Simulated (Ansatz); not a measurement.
Reaction (formal exchange of groups at the Al–S bond): `[CH3][AlH][SH]` + `OC[SiH2][SbH2]` → `[CH3][AlH][SiH2][SbH2]` + `OCS`

Gas-phase electronic energies from Ansatz, PBE0-D4/def2-TZVP geometries. CCSD(T)/CBS adds triple-zeta CCSD(T) − MP2 to the extrapolated MP2 energy (def2 sets, frozen cores). This one scheme is used for every species. Functionals use def2-TZVPP. B3LYP here is the variant with VWN-RPA as its local correlation; programs differ in this. def2 core potentials past Kr. For Sb outer-core shells are correlated without core-valence functions, which leaves a few kJ/mol of doubt a bond. Each species was taken in one conformer, which may not be the lowest.

Q: Is it downhill or uphill in electronic energy at CCSD(T)/CBS, and by how much? (Best estimate.)

A: Computed: Uphill: ΔE = +30.6 kcal/mol.

Q: What do these levels give: PBE-D4, PBE0-D4, B3LYP-D4, ωB97X-V, PBE0, HF/def2-TZVPP, MP2/def2-TZVPP, CCSD/def2-TZVPP, HF/def2-QZVPP, HF/CBS(def2), MP2/CBS(def2), CCSD/CBS(def2)? (Estimate.)

A: Computed: PBE-D4 26.6, PBE0-D4 28.1, B3LYP-D4 31.5, ωB97X-V 31.4, PBE0 28.5, HF/def2-TZVPP 37.1, MP2/def2-TZVPP 32.2, CCSD/def2-TZVPP 31.9, HF/def2-QZVPP 37.0, HF/CBS(def2) 37.0, MP2/CBS(def2) 32.0, CCSD/CBS(def2) 31.8 kcal/mol.

Largest T1 diagnostic among the species: 0.014.

The D4 term adds −0.9 kcal/mol with B3LYP and −0.5 kcal/mol with PBE0; it sums over pairs of atoms, weighted by their polarisabilities, and B3LYP, whose exchange is more repulsive, gets the larger term. In def2-TZVPP, CCSD(T) changes the Hartree–Fock value by −6.3 kcal/mol (the triples alone add −1.2 kcal/mol) and MP2 by −4.9 kcal/mol.
